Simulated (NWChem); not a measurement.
System: AlGeH$_{5}$O; SMILES [OH][AlH][GeH3]

```xyz
8

Al    -0.5650     1.2645    -0.0012
Ge     0.0758    -1.1155    -0.0005
H     -0.7113    -1.9173    -1.0608
H      1.5761    -1.3338    -0.2778
H     -0.2379    -1.7803     1.3590
H     -2.0633     1.8049     0.0056
O      0.7168     2.3922    -0.0002
H      0.6210     3.3466     0.0059
```
Atoms are numbered in this order, from 1.

Results from NWChem. Geometry: optimised at PBE0/def2-SVP. Level r2SCAN/def2-SVP: energy and gradient on several grids; changes count from the extra-fine grid, which is no exact limit either.

Which is the coarsest grid (medium; xfine; xcoarse; coarse; fine) from which on the energy stays within 100 μHa and each gradient component within 200 μHa/bohr of xfine?

medium.
```
grid     size of the energy change (μHa)  largest change of a gradient component (μHa/bohr)  time, medium = 1 (rough)
-------  -------------------------------  -------------------------------------------------  ------------------------
xcoarse                             7000                                               8000                   about 1
coarse                               300                                                800                   about 1
medium                                40                                                 60                   about 1
fine                                  20                                               < 30                   about 1
xfine                               < 10                                               < 30                         2
```
